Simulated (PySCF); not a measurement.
Computed vibrations of Pb(NCS)2

Pb(NCS)2 (singlet). PySCF 2.14.0, RKS PBE0, Pb def2-SVP with ECP60, N def2-SVP, C def2-SVP, S def2-SVP; non-relativistic Hamiltonian with scalar-relativistic core potentials where named; density fitting; no spin-orbit coupling. Central differences of gradients.

```xyz
7

Pb    0.0000    0.0000    0.0000
N     0.0000    0.0000    2.3484
C     0.0000    0.0000    3.5475
S     0.0000    0.0000    5.1366
N     0.0000    0.0000   -2.3484
C     0.0000    0.0000   -3.5475
S     0.0000    0.0000   -5.1366
```

Run from Python with OMP_NUM_THREADS=2. Where DIIS fails, smearing, a level shift and second-order steps follow.
It took 47 s on 2 threads of Arm Neoverse V1, with other jobs on the host.

Q: What are the harmonic wavenumbers and infrared intensities?

A: Modes are labelled in D∞h; negative numbers are unstable modes, those under 60 cm⁻¹ near the noise; a finer grid moves soft modes by up to 10 cm⁻¹.
| cm⁻¹ | km/mol | symmetry |
| --- | --- | --- |
| -53 | – | πu |
| -53 | – | πu |
| 44 | 1.3 | πu |
| 44 | 1.3 | πu |
| 54 | 0.0 | πg |
| 54 | 0.0 | πg |
| 187 | 251.5 | σu+ |
| 216 | 0.0 | σg+ |
| 508 | 0.0 | πg |
| 508 | 0.0 | πg |
| 513 | 15.9 | πu |
| 513 | 15.9 | πu |
| 928 | 8.0 | σu+ |
| 943 | 0.0 | σg+ |
| 2074 | 4184.7 | σu+ |
| 2100 | 0.0 | σg+ |

Q: Is this a minimum?

A: Probably not: 2 unstable, though so soft as to be near the noise; the lowest moves the atoms so:
```
Pb   0.00  0.19  0.00
N   -0.01 -0.50  0.00
C   -0.01 -0.42  0.00
S    0.00 -0.23  0.00
N   -0.01 -0.50  0.00
C   -0.01 -0.42  0.00
S    0.00 -0.23  0.00
```
